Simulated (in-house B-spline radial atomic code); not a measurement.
A fraction x of an electron is removed from 3d in the vanadium ion V⁺, starting from [Ar] 3d4 and keeping the highest spin. All numbers are computed (non-relativistic PBE0, spin-polarised, spherical fractional occupations; point nucleus) with a radial B-spline atomic code at the basis-set limit, not measured.

Caution: exact exchange at fractional occupations of open shells leaves self-interaction of up to several eV.

| x | E(x) - E(0) (eV) | 3d up level (eV) |
| --- | --- | --- |
| 0 | 0.0000 | -10.912 |
| 0.07 | 0.7897 | -11.654 |
| 0.18 | 2.1374 | -12.855 |
| 0.35 | 4.4859 | -14.790 |
| 0.45 | 6.0237 | -15.971 |
| 0.5 | 6.8373 | -16.573 |
| 0.63 | 9.0953 | -18.173 |
| 0.8 | 12.3677 | -20.339 |
| 0.92 | 14.9026 | -21.916 |
| 1 | 16.6986 | -22.988 |

The exact functional would give a straight line between the two integer points. Deviations E(x) - E(0) - x[E(1) - E(0)], in eV: -0.379 at x = 0.07, -0.868 at x = 0.18, -1.359 at x = 0.35, -1.491 at x = 0.45, -1.512 at x = 0.5, -1.425 at x = 0.63, -0.991 at x = 0.8, -0.46 at x = 0.92.

The curve lies below the straight line by up to 1.512 eV (at x = 0.5): convex, the delocalisation error, to which spherically averaged exact exchange adds.

Task: How well does Slater's transition state (minus the level at half occupation) give the ionisation energy?

Result: It gives 16.573 eV against 16.699 eV from the two total energies; NIST lists 14.63 eV, ground level to ground level. The end point has an open shell averaged over its orbitals, so its exact exchange keeps a self-interaction and this is no true integer point.
